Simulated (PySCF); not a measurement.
Members of one series of related molecules.

All values: PBE0/pcSseg-1 (PySCF) at GFN2-xTB geometries, gas phase, one conformer each.

**Question.** Rank by dipole moment, highest first.
A. `FC(F)(F)/P=P\C(F)(F)F`
B. `[F:1][C:2]([F:3])([F:4])/[P:5]=[P:6]\[c:7]1[cH:8][cH:9][cH:10][n:11][cH:12]1` with P5–P6–C7–C8 -92°
C. `[CH3:1][CH:2]([CH3:3])[CH2:4]/[P:5]=[P:6]\[C:7]([F:8])([F:9])[F:10]` with C1–C2–C4–P5 -172°, C2–C4–P5–P6 -173°
D. `[F:1][C:2]([F:3])([F:4])/[P:5]=[P:6]\[CH2:7][PH2:8]` with P5–P6–C7–P8 -105°, P6–C7–P8–H 83° and 176°
E. `[F:1][C:2]([F:3])([F:4])/[P:5]=[P:6]\[n:7]1[cH:8][cH:9][cH:10][cH:11]1` with P5–P6–N7–C8 48°
F. `[OH:1][CH2:2]/[P:3]=[P:4]\[C:5]([F:6])([F:7])[F:8]` with H–O1–C2–P3 -85°, O1–C2–P3–P4 91°

**Answer.** C (2.56 D), B (2.17 D), D (1.80 D), E (1.62 D), A (1.38 D), F (0.99 D).

**Question.** Rank by the lowest IAO charge on any atom, highest value first.
A. `P(/c1cnccc1)=P/C(F)(F)F`
B. `CC(C)C/P=P\C(F)(F)F`
C. `OC/P=P\C(F)(F)F`
D. `FC(F)(F)/P=P\CP`

**Answer.** A (-0.278 e), B (-0.435 e), C (-0.518 e), D (-0.615 e).

All values together:

```csv
SMILES,change,formula,μ (D),HOMO (eV),LUMO (eV),lowest IAO charge (e),highest IAO charge (e),lowest Hirshfeld charge (e),highest Hirshfeld charge (e)
CC(C)C/P=P\C(F)(F)F,parent,C5H9F3P2,2.56,-7.84,-3.20,-0.435 (C),+0.627 (C),-0.121 (C),+0.205 (C)
FC(F)(F)/P=P\c1cccnc1,iBu replaced by 3-pyridyl,C6H4F3NP2,2.17,-7.58,-3.57,-0.278 (F),+0.632 (C),-0.154 (N),+0.204 (C)
OC/P=P\C(F)(F)F,iBu replaced by CH2OH,C2H3F3OP2,0.99,-7.70,-3.44,-0.518 (O),+0.623 (C),-0.219 (O),+0.205 (C)
FC(F)(F)/P=P\C(F)(F)F,iBu replaced by CF3,C2F6P2,1.38,-8.79,-4.05,-0.270 (F),+0.642 (C),-0.094 (F),+0.206 (C)
FC(F)(F)/P=P\n1cccc1,iBu replaced by N-pyrrolyl,C5H4F3NP2,1.62,-6.83,-3.47,-0.275 (F),+0.636 (C),-0.096 (F),+0.208 (C)
FC(F)(F)/P=P\CP,iBu replaced by CH2PH2,C2H4F3P3,1.80,-7.89,-3.34,-0.615 (C),+0.626 (C),-0.163 (C),+0.206 (C)
```

Conformers: `[CH3:1][CH:2]([CH3:3])[CH2:4]/[P:5]=[P:6]\[C:7]([F:8])([F:9])[F:10]` with C1–C2–C4–P5 -172°, C2–C4–P5–P6 -173°; `[F:1][C:2]([F:3])([F:4])/[P:5]=[P:6]\[c:7]1[cH:8][cH:9][cH:10][n:11][cH:12]1` with P5–P6–C7–C8 -92°; `[OH:1][CH2:2]/[P:3]=[P:4]\[C:5]([F:6])([F:7])[F:8]` with H–O1–C2–P3 -85°, O1–C2–P3–P4 91°; `[F:1][C:2]([F:3])([F:4])/[P:5]=[P:6]\[n:7]1[cH:8][cH:9][cH:10][cH:11]1` with P5–P6–N7–C8 48°; `[F:1][C:2]([F:3])([F:4])/[P:5]=[P:6]\[CH2:7][PH2:8]` with P5–P6–C7–P8 -105°, P6–C7–P8–H 83° and 176°.

**Question.** Give the shifts from the parent, `CC(C)C/P=P\C(F)(F)F`.

**Answer.** 
```csv
SMILES,change in μ (D),change in HOMO (eV),change in LUMO (eV)
FC(F)(F)/P=P\c1cccnc1,-0.39,+0.26,-0.37
OC/P=P\C(F)(F)F,-1.57,+0.14,-0.24
FC(F)(F)/P=P\C(F)(F)F,-1.18,-0.95,-0.85
FC(F)(F)/P=P\n1cccc1,-0.94,+1.01,-0.27
FC(F)(F)/P=P\CP,-0.76,-0.05,-0.14
```
